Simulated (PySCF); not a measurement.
Telling isomers of C₆H₅F₃O₂ apart by NMR

- NMR shieldings at PBE0/pcSseg-1/GIAO
- geometry from GFN2-xTB
- run in PySCF 2.14
- averaged over atoms made equivalent by symmetry, fast rotation or ring inversion, one conformer, no solvent model, non-relativistic

Chemical shifts δ = σref − σ; $^{1}$H (σ = 31.72 ppm) and $^{13}$C (σ = 186.93 ppm) against TMS, all at this level. Splittings of carbon signals by F and P are missing where no couplings were computed. Where no couplings were computed, multiplicities follow the n + 1 count of equivalent neighbours, and m marks all less simple cases (inequivalent or close neighbours, rings, F or P nearby). Shifts are as computed. Against solution values, carbons near 30 ppm lie about +3 ppm off and those near 130 ppm about +5 ppm. Of 1211 compounds with measured shifts, 218 miss one by over three times the rms of a fit or turn the order of signals round; such compounds aren't used in these exercises.

(1) Tabulate the signals of `C=COC(=O)CC(F)=C(F)F`, `CCOC(=O)C#CC(F)(F)F` and their relative energies.

(2) What is the quickest way to tell C=COC(=O)CC(F)=C(F)F from CCOC(=O)C#CC(F)(F)F?

## Answers

(1) 
```json
{"SMILES": "C=COC(=O)CC(F)=C(F)F", "carbon types": "3×C 1×CH 2×CH2", "δC": "171.2, 169.4, 149.8, 133.6, 103.8, 38.2", "δH": "7.98 (m, 1H), 5.27 (m, 1H), 5.02 (m, 1H), 3.40 (m, 2H)", "E rel. (kcal/mol)": "0.0"}
{"SMILES": "CCOC(=O)C#CC(F)(F)F", "carbon types": "4×C 1×CH2 1×CH3", "δC": "157.5, 123.5, 84.8, 76.1, 64.7, 16.4", "δH": "4.55 (q, 2H), 1.37 (t, 3H)", "E rel. (kcal/mol)": "0.2"}
```

Energies are electronic energies at PBE0/pcSseg-1 on these geometries, without zero-point or thermal terms, each for the one conformer computed, which needn't be the lowest.

(2) Both give the same number of carbon signals, but DEPT or the intensities differ. The first has an alkene carbon bearing oxygen (CH) at 149.8 ppm, the second a methyl carbon (CH3) at 16.4 ppm. Their most deshielded carbons lie at 171.2 and 157.5 ppm. In the proton spectra the most deshielded non-exchanging signals are 7.98 (m, 1H) and 4.55 (q, 2H).
